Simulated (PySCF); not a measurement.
Compound: protonated 1-cyano-1,3-cyclopentadiene, C₆H₆N (charge +1).
Structure used (PBE0-D3(BJ)/def2-SVP), in Å, numbered top down from 1:
```
atom  x, y, z in Å
N1     2.9929    0.4502    0.3804
C2     1.8524    0.2703    0.2797
C3     0.4972    0.0603    0.1461
C4    -0.3575   -0.2600    1.1850
C5    -1.6867   -0.4033    0.6721
C6    -1.6636   -0.1759   -0.6709
C7    -0.2890    0.1374   -1.1337
H8     3.9870    0.6074    0.4743
H9    -0.0671   -0.3842    2.2305
H10   -2.5592   -0.6539    1.2750
H11   -2.5225   -0.2118   -1.3439
H12   -0.2362    1.1335   -1.6111
H13    0.0585   -0.5870   -1.8938
```

The closed-shell ground state was solved at several levels (PySCF, density fitting, gas phase, non-relativistic).

```tsv
level	basis functions	HOMO (eV)	LUMO (eV)	gap (eV)
HF/pcSseg-2	336	-13.78	-3.50	10.28
PBE0/pcSseg-1	149	-11.98	-7.21	4.77
wB97X-D/def2-SVPD	188	-13.64	-5.49	8.15
```

What might B3LYP/pcJ-1 (249 basis functions) give for the same quantities?

HOMO -11.75 eV, LUMO -7.36 eV, gap 4.39 eV.

Over all these levels, which gives the widest orbital gap and which the narrowest?

HF/pcSseg-2 (Hartree–Fock, all exact exchange) has the widest, 10.28 eV, and B3LYP/pcJ-1 (global hybrid, 20 % exact exchange) the narrowest, 4.39 eV. Functional and basis both differ between the two, so the spread mixes both effects.
